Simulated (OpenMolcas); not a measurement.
Ir6+ among 6 point charges of -1 e arranged as a trigonal antiprism (D3d), with a polar angle of 55.8° against the regular 54.74°.

* Program: OpenMolcas
* Method: SS-CASPT2, IPEA 0.25 Eh, imaginary shift 0.1 Eh (closed shells correlated: 5s 5p)
* Basis: ANO-RCC-VTZP [8s7p5d3f1g]
* Scalar Hamiltonian: DKH2, point nucleus
* Active space: 3 electrons in 5 orbitals (5d)
* State averaging: 2S+1 = 4 even, 10 roots; 2S+1 = 2 even, 40 roots
* Spin-orbit coupling: state interaction with AMFI integrals over the reference wave functions

All point charges move together. At R = 1.86 Å the first state of the same spin is 4440 cm-1, and at R = 1.98 Å it is 3110 cm-1.

Question: A third run gives 2330 cm-1. What distance was it run at?

Answer: With a power law R^-n the two known points give n = -ln(3110 / 4440) / ln(1.98 / 1.86) = 5.69. Then R = 1.86 × (4440 / 2330)^(1/5.69) = 2.083 Å. The run was at 2.08 Å, so the estimate is off by +0.003 Å.

Roots that are degenerate in the reference are averaged as groups; the widest CASPT2 spread within a group is 48 cm-1 (the 2-fold group of multiplicity 4 near 17100 cm-1 above the lowest state of its run, R = 1.98). Shifts and gaps below about the spread of the groups concerned are not significant. Free-ion shares, where given, are those of the reference states; single-state CASPT2 does not remix them. Spin-orbit coupling mixes the spin-free states strongly: the lowest level takes only 29 % from its leading state, 4A2 (figures for R = 1.86; the like holds for R = 1.98, R = 2.08). Point charges carry no covalency, so the field is a model and not that of real ligands. No measured value stands beside these numbers.
